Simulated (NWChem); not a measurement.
C8H5FO; SMILES Fc1cccc2ccoc12

No frequency run checked for a minimum.

**Question.** Give the equilibrium geometry at PBE0/def2-SVP (NWChem) as a list of bonds and angles, with the point group.

**Answer.** point group Cs; any orientation.
Bonds (Å): F1–C2 1.327, C2–C3 1.385, C2–C10 1.393, C3–C4 1.407, C3–H11 1.092, C4–C5 1.388, C4–H12 1.092, C5–C6 1.404, C5–H13 1.092, C6–C7 1.441, C6–C10 1.405, C7–C8 1.357, C7–H14 1.088, C8–O9 1.356, C8–H15 1.088, O9–C10 1.349. Angles (°): F1–C2–C3 121.2, F1–C2–C10 120.6, C3–C2–C10 118.2, C2–C3–C4 120.4, C2–C3–H11 118.4, C4–C3–H11 121.2, C3–C4–C5 121.7, C3–C4–H12 118.6, C5–C4–H12 119.7, C4–C5–C6 118.1, C4–C5–H13 121.0, C6–C5–H13 120.9, C5–C6–C7 135.8, C5–C6–C10 119.7, C7–C6–C10 104.5, C6–C7–C8 105.9, C6–C7–H14 127.7, C8–C7–H14 126.5, C7–C8–O9 112.4, C7–C8–H15 132.3, O9–C8–H15 115.4, C8–O9–C10 106.2, C2–C10–C6 121.9, C2–C10–O9 127.1, C6–C10–O9 111.1.
